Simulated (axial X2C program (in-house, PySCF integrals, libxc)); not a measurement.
**Excited states of BaF⁺ by EOM-EE-CCSD**

Calculated with an in-house all-electron X2C program for linear molecules (integrals from PySCF): two-component X2C with atomic mean-field Coulomb and Gaunt terms, Gaussian nuclei, basis Ba dyall-acv3z, F dyall-av3z with contracted cores.

R = 2.083 Å (near the PBE0 minimum at charge 1 of the determinant lowest at the starting distance; the state shown can have its own minimum elsewhere).

Hartree–Fock spinors of BaF⁺ (one of each Kramers pair; a window near the gap, which can cut inner shells):

| ω | occupied | ε (eV) | character |
| --- | --- | --- | --- |
| 1/2 | yes | -30.32 | 93% Ba p, 4% F p |
| 3/2 | yes | -28.21 | 97% Ba p |
| 1/2 | yes | -28.16 | 82% Ba p, 13% F p, 3% F s |
| 1/2 | yes | -19.41 | 92% F p, 4% Ba d, 3% Ba f |
| 3/2 | yes | -19.35 | 91% F p, 4% Ba d, 3% Ba f |
| 1/2 | yes | -18.77 | 76% F p, 11% Ba p, 8% Ba d |
| 1/2 | no | -4.25 | 82% Ba s, 12% Ba p, 3% Ba d |
| 1/2 | no | -2.95 | 74% Ba p, 24% Ba d |
| 3/2 | no | -2.90 | 74% Ba p, 24% Ba d |
| 3/2 | no | -2.66 | 99% Ba d |
| 5/2 | no | -2.64 | 99% Ba d |
| 1/2 | no | -2.61 | 53% Ba p, 42% Ba d, 3% Ba s |

Vertical excitation energies from the closed-shell determinant state of BaF⁺:

| Ω | excitation (eV) | cm⁻¹ | hole of the leading pair | particle of the leading pair | weight of the pair (for Ω = 0 its time-reversed partner can hold as much again) | singles weight |
| --- | --- | --- | --- | --- | --- | --- |
| 0⁻ | 7.572 | 61073 | 79% F pσ, 9% Ba pσ, 8% Ba dσ | 81% Ba sσ, 10% Ba dσ | 0.46 | 0.93 |
| 1 | 7.572 | 61076 | 79% F pσ, 9% Ba pσ, 8% Ba dσ | 81% Ba sσ, 10% Ba dσ | 0.93 | 0.93 |
| 0⁺ | 7.620 | 61456 | 79% F pσ, 8% Ba dσ, 8% Ba pσ | 82% Ba sσ, 9% Ba dσ | 0.46 | 0.93 |
| 2 | 8.115 | 65449 | 92% F pπ | 82% Ba sσ, 9% Ba dσ | 0.92 | 0.92 |
| 1 | 8.125 | 65531 | 92% F pπ | 82% Ba sσ, 9% Ba dσ | 0.86 | 0.92 |
| 0⁻ | 8.164 | 65850 | 92% F pπ | 82% Ba sσ, 9% Ba dσ | 0.46 | 0.92 |
| 0⁺ | 8.164 | 65850 | 92% F pπ | 82% Ba sσ, 9% Ba dσ | 0.46 | 0.92 |
| 1 | 8.182 | 65996 | 92% F pπ | 82% Ba sσ, 10% Ba dσ | 0.86 | 0.92 |
| 1 | 8.534 | 68834 | 77% F pσ, 10% Ba pσ, 8% Ba dσ | 99% Ba dδ | 0.92 | 0.93 |
| 2 | 8.552 | 68973 | 77% F pσ, 10% Ba pσ, 8% Ba dσ | 99% Ba dδ | 0.81 | 0.93 |
| 3 | 8.601 | 69368 | 77% F pσ, 10% Ba pσ, 8% Ba dσ | 99% Ba dδ | 0.92 | 0.93 |

This point took 78 s on 1 thread of Arm Neoverse V2, on a shared host.

Reference electrons by ω block (each with its −ω partner): 1/2: 21, 3/2: 9, 5/2: 2. 16 electrons of BaF⁺ correlated (inner shells frozen), 88 natural virtual spinors (a truncated set); levels can be off by some tenths of an eV. Roots sought by Ω: (0: 5, 1: 4, 2: 3, 3: 1); the list ends where they run out and leaves out roots under 60 % singles weight. The solver can skip a root, and states that need a further excitation, which the method places far too high, are missing though they may lie low or lowest. T1 of the reference 0.015 (Lee–Taylor). Number of frozen shells: Ba 4 s, 3 p, 2 d; F 1 s.
